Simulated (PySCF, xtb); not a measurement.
CH3F3OSi, SMILES FC[Si](O)(F)F. One conformer was computed; it need not be the lowest.

Harmonic wavenumbers (cm⁻¹) from GFN2-xTB (xtb) at its own minimum, in rising order: 35, 124, 156, 197, 217, 255, 273, 362, 690, 753, 759, 852, 915, 1005, 1037, 1198, 1292, 1436, 2968, 2977, 3650.

Task: What does ωB97X-D3(BJ)/def2-SVP (PySCF) give at its own minimum? (The exact figures need the calculation; the answer reports its results.)

Result: 33, 156, 193, 270, 293, 335, 351, 404, 697, 772, 813, 890, 983, 1022, 1076, 1240, 1330, 1462, 3088, 3155, 3902. Paired by order, the mean absolute difference is 63 cm⁻¹ and the zero-point energies are 30.2 and 32.1 kcal/mol.
